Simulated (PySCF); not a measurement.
## The third ionisation energy along the noble gases

All values are computed (PySCF 2.14, energy differences of UHF-based or UKS calculations, no spin-orbit coupling). Values in eV. The last column holds reference values (NIST; (s) semi-empirical, (t) theoretical, else measured). Unmarked ones compare directly (S terms, centres of terms, or small fine structure); those marked * lie between the lowest fine-structure levels and include a spin-orbit shift.

| element | configurations | UHF | MP2 (valence) | SCS-MP2 (valence) | CCSD (valence) | CCSD(T) (valence) | reference |
| --- | --- | --- | --- | --- | --- | --- | --- |
| Ne (cc-pVDZ-DK, spin-free X2C) | [He] 2s2 2p4 → [He] 2s2 2p3 | 61.705 | 62.409 | 62.405 | 62.409 | 62.419 | 63.423 * |
| Ar (cc-pVDZ-DK, spin-free X2C) | [Ne] 3s2 3p4 → [Ne] 3s2 3p3 | 39.287 | 39.736 | 39.750 | 39.740 | 39.747 | 40.735 ± 0.012 (s) * |
| Kr (cc-pVDZ-DK, spin-free X2C) | [Ar] 3d10 4s2 4p4 → [Ar] 3d10 4s2 4p3 | 34.233 | 34.637 | 34.646 | 34.654 | 34.661 | 35.838 ± 0.02 * |

"Valence" correlates the outer s and p shells and, in groups 3 to 12 and the f block, the outer d or f shell, open or full, or the next shell where the ion has no valence electron left; the wider scheme adds the next inner shell.
